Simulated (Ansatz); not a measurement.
`O[SiH2]S[SiH](Cl)Cl`, charge 0, multiplicity 1.

Task: Give a relaxed structure at PBE0-D4/def2-TZVP (the Gaussian-basis code of Ansatz). (Best estimate.)

Result: Computed: 
```xyz
10

O     1.5829   -0.8899    1.4568
Si    1.5175    0.1039    0.1627
S     0.2797   -0.6659   -1.4258
Si   -1.5247    0.1714   -0.7432
Cl   -1.8913   -0.3474    1.2169
Cl   -3.0344   -0.5469   -1.9027
H     0.7516   -1.0883    1.8949
H     0.9794    1.4434    0.5133
H     2.8856    0.1762   -0.3845
H    -1.5463    1.6434   -0.7884
```
This is one stationary point; other conformers may exist.
